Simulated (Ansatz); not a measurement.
`B/C(N)=[CH]/[SnH3]` + `CN[SiH2][SiH3]` → `BN(C)[SiH2][SiH3]` + `N/C=[CH]/[SnH3]`  (ligand exchange at a B–C bond)

Isolated molecules relaxed with PBE0-D4/def2-TZVP in Ansatz; ΔE leaves out vibrations. CCSD(T)/CBS is the MP2 limit (def2-TZVPP, def2-QZVPP) plus CCSD(T) − MP2 in def2-TZVPP, frozen cores. Double bonds are as drawn, so ΔE can hold a change between cis and trans. Functionals use def2-TZVPP. B3LYP here is the variant with VWN-RPA as its local correlation; programs differ in this. Elements past krypton have def2 core potentials. For Sn outer-core shells are correlated without core-valence functions, which leaves a few kJ/mol of doubt a bond. Each species was taken in one conformer, which may not be the lowest.

`B/C(N)=[CH]/[SnH3]`:

Z-matrix (Å, degrees):
```
Sn
C 1 2.120
H 1 1.715 2 109.3
H 1 1.706 2 109.9 3 -119.9
H 1 1.708 2 111.6 3 119.1
C 2 1.358 1 126.4 3 -22.4
H 2 1.083 1 117.3 3 157.0
N 6 1.378 2 124.3 1 -5.1
B 6 1.544 2 116.9 1 172.9
H 8 1.005 6 116.5 2 160.2
H 8 1.008 6 118.7 2 17.3
H 9 1.193 6 119.5 2 11.6
H 9 1.200 6 120.6 2 -166.8
```

`CN[SiH2][SiH3]`:

```xyz
13

C    -0.142   -1.524   -1.261
N     0.917   -0.930   -0.472
Si    0.612   -0.053    0.977
Si   -0.685    1.895    0.720
H    -0.908   -1.930   -0.595
H     0.240   -2.360   -1.855
H    -0.638   -0.821   -1.943
H     1.720   -0.657   -1.016
H     1.934    0.322    1.548
H    -0.110   -0.949    1.926
H    -2.004    1.577    0.103
H     0.003    2.878   -0.165
H    -0.940    2.551    2.033
```

`BN(C)[SiH2][SiH3]`:

Z-matrix (Å, degrees):
```
C
N 1 1.458
H 1 1.095 2 111.0
H 1 1.090 2 109.8 3 120.1
H 1 1.094 2 111.0 3 -119.9
Si 2 1.758 1 115.8 3 60.0
B 2 1.393 1 121.8 3 -120.0
Si 6 2.336 2 112.2 1 -180.0
H 6 1.492 2 108.4 1 -57.4
H 6 1.492 2 108.4 1 57.4
H 7 1.200 2 119.4 1 180.0
H 7 1.199 2 119.8 1 -0.0
H 8 1.486 6 111.3 2 61.3
H 8 1.486 6 111.3 2 -61.3
H 8 1.490 6 107.3 2 180.0
```

`N/C=[CH]/[SnH3]`:

Z-matrix (Å, degrees):
```
Sn
C 1 2.100
H 1 1.712 2 111.9
H 1 1.712 2 111.5 3 -120.3
H 1 1.711 2 107.5 3 119.9
C 2 1.339 1 121.6 3 -117.8
H 2 1.088 1 119.5 3 61.1
N 6 1.374 2 126.7 1 175.8
H 6 1.089 2 120.5 1 -0.9
H 8 1.007 6 116.9 2 16.1
H 8 1.005 6 117.1 2 156.7
```

(1) Is it downhill or uphill in electronic energy at CCSD(T)/CBS, and by how much? (Estimate.)

(2) What do these levels give: r2SCAN, PBE0, B3LYP, CCSD/def2-TZVPP, MP2/def2-QZVPP, SCS-MP2/def2-QZVPP? (Best estimate.)

Largest T1 diagnostic among the species: 0.014.

Results:

(1) The calculation gave: Downhill: ΔE = -30.9 kcal/mol.

(2) Ansatz gave: r2SCAN -30.6, PBE0 -30.5, B3LYP -30.3, CCSD/def2-TZVPP -31.7, MP2/def2-QZVPP -31.6, SCS-MP2/def2-QZVPP -31.4 kcal/mol.

From PBE to PBE0 (25 % exact exchange), in def2-TZVPP and without D4, ΔE moves by −0.8 kcal/mol.
